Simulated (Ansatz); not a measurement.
Atom: chlorine atom, Cl, charge 0, multiplicity 2.

Computed values are from Ansatz (an electronic-structure program). Valence correlation only, unless marked. Open shells are spin-unrestricted. No spin-orbit coupling. No relativistic terms. CBS marks a two-point X^-3 extrapolation of the correlation energy; Hartree-Fock from the larger set (for Q and 5 zeta extrapolated as (X+1)exp(-9√X)).

The ionisation energy (to the triplet) comes out as 12.99 eV at CCSD(T)/CBS(aug-cc-pV(T+d)Z,aug-cc-pV(Q+d)Z) and the electron affinity (to the singlet; negative means unbound) is 3.69 eV at CCSD(T)/CBS(aug-cc-pV(T+d)Z,aug-cc-pV(Q+d)Z). The total energy is -459.7065 Eh at CCSD(T)/CBS(cc-pV(Q+d)Z,cc-pV(5+d)Z). The T1 diagnostic is 0.008 at CCSD/cc-pV(5+d)Z.
